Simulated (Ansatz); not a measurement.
Mg₂Te₂. Total charge 0; singlet. Geometry r2SCAN-D4/def2-SVP.

Cartesian coordinates in Å:
```
Mg 0.321 -1.379 0.996
Mg 0.381 -0.496 -1.615
Te 0.988 1.380 0.489
Te -1.690 0.495 0.129
```

In the def2 sets Te takes a core potential; there is no spin–orbit coupling. The restricted singlet is unstable towards broken spin symmetry in Hartree–Fock (as tested in another run); at LDA (SPW92)/def2-TZVP, PBE-D4/def2-TZVP, r2SCAN-D4/def2-TZVP, PBE0-D4/def2-TZVP and others this wasn't settled. Another isomer (singlet) lies 2.03 eV lower at PBE0-D4/def2-TZVP; other spin states weren't run for this one.

Estimate the orbital energies around the gap (eV) in Ansatz with LDA (SPW92)/def2-TZVP, PBE-D4/def2-TZVP, r2SCAN-D4/def2-TZVP, PBE0-D4/def2-TZVP, ωB97X-V/def2-TZVP.


```
orbital  LDA (SPW92)/def2-TZVP  PBE-D4/def2-TZVP  r2SCAN-D4/def2-TZVP  PBE0-D4/def2-TZVP  ωB97X-V/def2-TZVP
 HOMO−5                  -8.09             -7.92                -8.21              -8.98             -11.22
 HOMO−4                  -7.19             -7.03                -7.31              -7.94             -10.11
 HOMO−3                  -7.07             -6.92                -7.20              -7.91              -9.76
 HOMO−2                  -5.42             -5.28                -5.52              -6.16              -8.10
 HOMO−1                  -5.09             -4.94                -5.17              -5.80              -7.73
   HOMO                  -4.52             -4.37                -4.43              -4.96              -6.52
   LUMO                  -3.74             -3.59                -3.53              -3.10              -1.60
 LUMO+1                  -3.05             -2.84                -2.76              -2.09              -0.14
 LUMO+2                  -2.45             -2.30                -2.18              -1.70              -0.03
 LUMO+3                  -1.14             -0.98                -0.77              -0.41               1.20
 LUMO+4                  -0.56             -0.39                -0.04               0.24               1.91
 LUMO+5                  -0.38             -0.23                 0.08               0.40               2.12
```
